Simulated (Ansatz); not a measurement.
bromine cation (Br2), SMILES BrBr (connectivity only; charge and spin as stated), charge +1, multiplicity 2.

Geometry optimised at PBE0-D3(BJ)/def2-TZVP. The multiplicity is an assumed one; other spin states were not compared.

Two levels are set side by side: PBE/def2-TZVPD (Ansatz, a first-principles code) and PBE0/def2-TZVPD (Ansatz). Energy differences of separate SCF runs at the same geometry; the states with an electron removed or added have multiplicity 3 and 1. Differences are taken from unrounded values.

```tsv
quantity	PBE0
vertical ionisation energy (eV)	17.70
vertical electron affinity (eV)	10.42
```

**Question.** What does PBE give, and how far is it from PBE0? (An estimate is asked for; the answer gives what the named calculation found.)

**Answer.** 
```tsv
quantity	PBE	PBE minus PBE0
vertical ionisation energy (eV)	17.43	-0.27
vertical electron affinity (eV)	10.18	-0.25
```
